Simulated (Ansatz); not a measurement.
The first iterations of a band of C2H5BN (9 atoms, charge -1, multiplicity 1).

Theory: Ansatz, RKS PBE0-D4/def2-SVP.

```yaml
movable_images: 4
climbing_image: no
spring: 5.0 eV/Å²
optimiser: quadratic models (default)
start_path: through a guess of the saddle point
force_threshold: 0.05 eV/Å
iteration_limit: 60
end_points: relaxed
```

First end point:

```xyz
9
Properties=species:S:1:pos:R:3
B -0.809 1.619 0.133
C 0.483 0.910 -0.123
N 1.062 -0.258 -0.016
C 0.108 -1.295 0.224
H -1.479 2.050 -0.803
H 1.185 1.781 -0.299
H 0.596 -2.238 0.546
H -0.506 -1.559 -0.671
H -0.640 -1.009 1.010
```

Last end point:

```xyz
9
Properties=species:S:1:pos:R:3
B -0.744 1.428 -0.840
C 0.485 0.901 -0.172
N 1.043 -0.206 0.247
C 0.103 -1.281 0.302
H -1.516 2.167 -0.233
H 1.182 1.790 -0.252
H 0.607 -2.261 0.424
H -0.535 -1.335 -0.621
H -0.625 -1.204 1.147
```

| iteration | highest image above the first end (eV) | largest band force component (eV/Å) |
| --- | --- | --- |
| 1 | 0.899 | 5.927 |
| 2 | 0.380 | 1.466 |
| 3 | 0.424 | 1.513 |
| 4 | 0.238 | 0.378 |

Q: Does the band converge within its limit, and where does its top end?

A: The forces met the threshold. It ended after 13 iterations with the highest image 0.205 eV above the first end. No image climbed, so the highest image needn't sit at the top of the path. Limits of this set-up: an anion without diffuse functions, the dipole of an ion depends on the origin.

Time of the run: 2 min on 1 CPU thread of a shared host.
